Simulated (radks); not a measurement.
Q: The table gives one normalised radial function P(r) = r R(r) of Tc42+ in 1s1 (r in bohr). Calculated with a radial shooting solver on a logarithmic mesh with Libxc functionals: scalar-relativistic Kohn-Sham, PBE, spin-unpolarised, spherical densities, point nucleus; without spin polarisation the odd electron is poorly described.

r             P
0.002131  1.2495
0.002481  1.4219
0.002888  1.6141
0.003362  1.8270
0.003883  2.0482
0.004521  2.3021
0.005263  2.5759
0.006127  2.8671
0.007132  3.1719
0.008237  3.4678
0.009589  3.7797
0.01116   4.0805
0.013     4.3567
0.01501   4.5808
0.01747   4.7600
0.02034   4.8611
0.02368   4.8651
0.02757   4.7561
0.03184   4.5394
0.03706   4.1903
0.04315   3.7286
0.05023   3.1790
0.05848   2.5791
0.06753   2.0059
0.07862   1.4413
0.09153   0.9581
0.1066    0.5817
0.124     0.3178

Which n and l does it have? It may be an empty orbital.

A: n = 1, l = 0: the number of nodes gives n - l - 1 = 0, the rise at small r (about r^(l+1), flatter next to the nucleus through relativity) gives l, and the extent must fit the shell. The curve is that of 1s. 1s: eigenvalue -25442 eV, 0 radial nodes, <r> = 0.0338 bohr, 90 % of the charge inside 0.0604 bohr.
